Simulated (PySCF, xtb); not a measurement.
MoBr3, SMILES [Br][Mo]([Br])[Br] (connectivity only; charge and spin as stated), neutral, multiplicity 4.

Harmonic wavenumbers (cm⁻¹) from GFN2-xTB (xtb) at its own minimum, in rising order: 61, 61, 78, 212, 306, 307.

### Question
What does PBE-D3(BJ)/def2-SVP run with PySCF give at its own minimum? (An estimate is asked for; the answer gives what the named calculation found.)

### Answer
51, 60, 60, 224, 324, 324. Paired by order, the mean absolute difference is 13 cm⁻¹ and the zero-point energies are 1.5 and 1.5 kcal/mol.
